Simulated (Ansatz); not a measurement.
Consider the ligand exchange at a B–C bond: `CB(F)CCl` + `C=N` → `C=NB(C)F` + `CCl`.

Calculated with Ansatz (gas phase, PBE0-D4/def2-TZVP geometries, no zero-point term in ΔE). CBS: MP2 limit from def2 TZ/QZ plus the TZ coupled-cluster correction, frozen cores. This one scheme is used for every species. One conformer a species, not always the lowest.

```
   species  CCSD(T)/CBS(def2) energy (Eh)
`CB(F)CCl`                     -663.55384
     `C=N`                      -94.52360
`C=NB(C)F`                     -258.47400
     `CCl`                     -499.63220
```

**Question.** Work out ΔE.

**Answer.** ΔE = (-258.47400) + (-499.63220) − (-663.55384) − (-94.52360) = -0.02876 Eh = -18.0 kcal/mol.

Largest T1 diagnostic among the species: 0.013.

In def2-TZVPP, CCSD(T) changes the Hartree–Fock value by +1.9 kcal/mol (the triples alone add +0.2 kcal/mol) and MP2 by +1.1 kcal/mol. The D4 term adds +0.7 kcal/mol with B3LYP and +0.4 kcal/mol with PBE0; it sums over pairs of atoms, weighted by their polarisabilities, and B3LYP, whose exchange is more repulsive, gets the larger term.

B3LYP here is the variant with VWN-RPA as its local correlation; programs differ in this.
